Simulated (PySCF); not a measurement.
A structure optimised at PBE-D3(BJ)/def2-SVP, used in a PySCF frequency run:

```xyz
11

O     -3.3657    -0.0796     1.4984
Si    -2.8063    -0.6943     0.0419
C     -0.9625    -0.6102    -0.0576
C      0.2714    -0.5261    -0.1104
Si     2.0988    -0.4179    -0.1911
Cl     2.6679     1.5524    -0.5441
H     -3.0894     0.8319     1.6982
H     -3.3386     0.0544    -1.1490
H     -3.2348    -2.1256     0.0112
H      2.6865    -0.8556     1.1152
H      2.5983    -1.2705    -1.3167
```

Question: Write its SMILES and formula.

Answer: O[SiH2]C#C[SiH2]Cl, C₂H₅ClOSi₂

Question: What are its rotational constants (standard atomic weights)?

Answer: 4.9222, 0.54125, 0.51428 GHz
